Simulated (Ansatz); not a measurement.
CoSi3. The state is a doublet with charge 0. Geometry PBE-D4/def2-SVP; atoms count from 1.

Cartesian coordinates in Å:
```
Co -1.1042 -0.2859 -1.4907
Si 0.1837 -1.1954 0.0806
Si -0.2236 1.1783 -0.1348
Si 1.1441 0.3029 1.5449
```

The charge 0 doublet is spin-contaminated (final ⟨S²⟩ up to 1.80, 0.75 for a pure state). No other spin state of charge 0 was run. The geometry of the doublet was relaxed on an unsound state (⟨S²⟩ 1.76, where a pure state has 0.75). Another isomer (doublet) lies 0.02 eV lower at PBE0-D4/def2-TZVP; other spin states weren't run for this one.

(1) Estimate the Mulliken populations from the PBE0/def2-TZVP orbitals of Ansatz.

(2) Where does the spin sit?

(3) And the Mayer bond orders between bonded heavy atoms (over 0.3)?

## Answers

(1) 
| atom | charge (e) | spin (α − β) | d electrons |
| --- | --- | --- | --- |
| Co1 | 0.24 | 1.83 | 7.83 |
| Si2 | -0.10 | -0.37 | – |
| Si3 | -0.09 | -0.10 | – |
| Si4 | -0.04 | -0.36 | – |
Mulliken values and Mayer orders depend strongly on the basis.

(2) Summed by element: Co 1.83, Si -0.83, of 1 unpaired in all. Largest on single atoms: Co1 1.83, Si2 -0.37, Si4 -0.36.

(3) Co1–Si2 0.88 (2.23 Å); Co1–Si3 0.96 (2.18 Å); Si2–Si3 1.00 (2.42 Å); Si2–Si4 1.30 (2.30 Å); Si3–Si4 1.17 (2.34 Å). Values over 0.3 also appear between atoms too far apart for a bond (Co1–Si4 0.31 at 3.82 Å); they arise where an orbital or an unpaired electron spreads over both atoms.
